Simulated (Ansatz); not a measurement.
Correlation energies of `C[SiH](F)S[SiH](O)O` by basis set

Z-matrix (Å, degrees):
```
C
Si 1 1.848
H 1 1.092 2 110.1
H 1 1.093 2 110.1 3 -119.6
H 1 1.092 2 110.9 3 120.4
F 2 1.614 1 107.9 3 179.1
S 2 2.124 1 114.7 3 -59.7
H 2 1.481 1 113.0 3 61.3
Si 7 2.149 2 100.5 1 -58.4
O 9 1.631 7 106.3 2 -148.3
O 9 1.633 7 110.1 2 -22.4
H 9 1.470 7 113.2 2 95.8
H 10 0.959 9 118.5 7 41.6
H 11 0.961 9 119.3 7 -37.4
```

The species carries charge 0 and has multiplicity 1. The structure was optimised at the PBE0-D4/def2-TZVP level. It is one conformer, not always the lowest. Frozen core, restricted reference, the Gaussian-basis code of Ansatz. CBS rows extrapolate triple and quadruple zeta; past MP2 they add the triple-zeta difference.

```tsv
basis	HF (Eh)	MP2 corr.	CCSD corr.	(T)	CCSD(T) total
def2-TZVPP	-1266.93348	-1.32180	-1.36987	-0.05142	-1268.35477
def2-QZVPP	-1266.97725	-1.43320	–	–	–
CBS(def2)	-1266.98328	-1.51572	-1.56380	as TZ	-1268.59850
```
